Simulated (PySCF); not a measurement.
# One molecule, several mistakes: B2H5Si anion

All numbers below are calculated, not measured. The program is PySCF 2.14.0, an open-source quantum chemistry code, run on an isolated molecule that a program drew, which may never have been made. The molecule is B2H5Si anion (charge -1, singlet), drawn as the SMILES string `BB[SiH2-]`.

Each row is a Hartree-Fock (HF) and frozen-core CCSD(T) single point in the aug-cc-pV(D+d)Z basis, meant for a local HF minimum. Run 1 is clean. Each other run has one planted mistake out of seven kinds, and not every kind appears here: one electron removed, one electron added, multiplicity raised by two, geometry at a saddle point, minimal basis STO-3G, one bond length entered in bohr, all coordinates scaled. The reference is restricted for singlets and unrestricted otherwise, and also for a bond in bohr. Adding or removing an electron swaps singlet and doublet. Electrons count all cores. HOMO and LUMO are orbital energies over both spins, the gradient is its largest component, and the lowest frequency (negative if imaginary) is given only where the gradient is small. Bond lengths are over the 7 bonds as drawn. T1 is the CCSD diagnostic: over 0.02 (restricted) or 0.045 (unrestricted) a single reference is doubtful.

Geometry of the clean run:
```xyz
8
B2H5Si anion, angstrom
B    -2.9416    0.2128    1.4567
B    -2.0056   -0.8775    0.5682
Si   -1.5211   -0.2520   -1.1417
H    -3.3608    0.0054    2.5865
H    -3.2678    1.3009    1.0215
H    -1.6535   -1.9724    0.9539
H    -1.9085    1.0786   -1.6983
H    -0.7052   -0.9221   -2.2098
```

```
run,electrons,basis functions,<S^2>,HOMO (eV),LUMO (eV),gradient (hartree/bohr),lowest frequency (cm^-1),mean bond (Å),longest bond (Å),T1,HF (hartree),CCSD(T) (hartree),mistake
1,30,123,0.000,-1.85,3.61,2.2e-06,28,1.4602,1.884,0.0224,-341.15142,-341.52790,no fault
2,30,123,0.000,-1.93,3.61,2.6e-02,-,1.3945,1.799,0.0205,-341.13810,-341.51176,all coordinates scaled
3,29,123,0.760,-8.70,-0.43,3.2e-02,-,1.4602,1.884,0.0167,-341.11426,-341.43891,?
4,30,123,1.292,-2.42,3.61,2.4e-02,-,1.6500,2.822,0.0807,-341.05527,-341.41768,?
```

**Which mistake was planted in run 3, and what did it cost?**

It counts 29 electrons, one fewer than the clean run, at the same geometry and basis. So the mistake is: one electron removed. Subtracting run 1 and multiplying by 627.51 kcal/mol a hartree, the energy moved by 23.3 kcal/mol in HF and 55.8 kcal/mol in CCSD(T).

**Which mistake was planted in run 4, and what did it cost?**

The mean bond changes by a factor of 1.130 and the longest by 1.498, so the molecule wasn't scaled as a whole. A length L in bohr read as angstrom grows by (1/0.5292 - 1) L = 0.890 L. The 7 bonds together grew by 7 x 0.1898 = 1.329 Å, which gives L = 1.493 Å. That is the length of one of the H-Si bonds, 1.493 Å in the clean geometry. So the mistake is: one bond length entered in bohr. Subtracting run 1 and multiplying by 627.51 kcal/mol a hartree, the energy moved by 60.3 kcal/mol in HF and 69.2 kcal/mol in CCSD(T).

Cautions from the logs. Run 1: T1 is over the limit, so its CCSD(T) energy is less reliable; run 2: T1 is over the limit, so its CCSD(T) energy is less reliable; run 4: T1 is over the limit, so its CCSD(T) energy is less reliable.
